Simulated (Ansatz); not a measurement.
Cost and result for the atomization energy of Cl2H3NOSi, SMILES `N[Si](O)(Cl)Cl` (8 atoms, 7 bonds).

The species carries charge 0 and has multiplicity 1. The geometry is a stationary point of PBE0-D4/def2-TZVP. It is one conformer, not always the lowest. Program: Ansatz. Hardware: A = 2 threads of an AMD EPYC 7R13 on a shared host; B = 2 threads of an AMD EPYC 7R13 on a shared host and a share of an NVIDIA H100 80 GB. Times are those of one run each, without the atoms' runs, and a repeat can differ threefold. Electronic energies, without spin–orbit coupling; frozen cores. CCSD(T)/CBS extrapolates def2-TZVPP and def2-QZVPP, and its time is that of the two runs behind it. T1 = 0.010. B3LYP takes the VWN-RPA correlation (the form of Gaussian; ORCA's B3LYP/G).

CCSD(T)/CBS is a level of theory with its own doubt, some kJ/mol a heavy atom from the limit and from the frozen cores, so smaller differences don't rank the functionals.

```
                                 level  functions  wall time  atomization (kJ/mol)  difference from CCSD(T)/CBS  per bond
   PBE-D4/def2-TZVPP (with forces) [A]        230        3 s                2971.5                         27.2       3.9
                PBE0-D4/def2-TZVPP [A]        230      4.6 s                2910.2                        -34.1      -4.9
r2SCAN-D4/def2-TZVPP (with forces) [A]        230      5.5 s                2930.2                        -14.1      -2.0
 B3LYP-D4/def2-TZVPP (with forces) [A]        230      7.5 s                2902.5                        -41.8      -6.0
                 B2PLYP/def2-TZVPP [A]        230      7.5 s                2878.3                        -66.0      -9.4
                CCSD(T)/def2-TZVPP [B]        230      9.5 s                2827.2                       -117.1     -16.7
                ωB97X-V/def2-TZVPP [A]        230       10 s                2940.7                         -3.6      -0.5
  ωB97M-V/def2-TZVPP (with forces) [A]        230       15 s                2949.2                          4.9       0.7
                CCSD(T)/def2-QZVPP [B]        414       26 s                2897.1                        -47.2      -6.7
                     CCSD(T)/CBS(def2)          –       35 s                2944.3                          0.0       0.0
```

The D4 term adds +39.1 kJ/mol with B3LYP and +20.3 kJ/mol with PBE0; it sums over pairs of atoms, weighted by their polarisabilities, and B3LYP, whose exchange is more repulsive, gets the larger term. From PBE to PBE0 (25 % exact exchange), in def2-TZVPP and without D4, the atomization energy moves by −57.7 kJ/mol: exact exchange takes away binding that semilocal exchange gives to molecules. In def2-TZVPP, CCSD(T) changes the Hartree–Fock value by +784.4 kJ/mol (the triples alone add +53.5 kJ/mol) and MP2 by +879.9 kJ/mol; breaking electron pairs costs correlation energy, which Hartree–Fock lacks.
